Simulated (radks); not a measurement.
Results of a calculation; reference values are marked as such.
Ionisation of Eu16+, [Kr] 4d10 4f1, to Eu17+, [Kr] 4d10, under several functionals. Scalar-relativistic Kohn-Sham, spin-polarised, spherical densities, finite nucleus; open shells are filled with parallel spins first (spin-orbit coupling, left out, can overturn this in heavy ions); a radial shooting solver on a logarithmic mesh with Libxc functionals. Known Delta-SCF values: BLYP 344.72 eV; Wu-Cohen GGA 344.99 eV. What does RPBE give, and what is its highest occupied eigenvalue?

Answer. 344.83 eV by Delta-SCF; the 4f eigenvalue is -327.86 eV. NIST: 344.4 eV (semi-empirical).
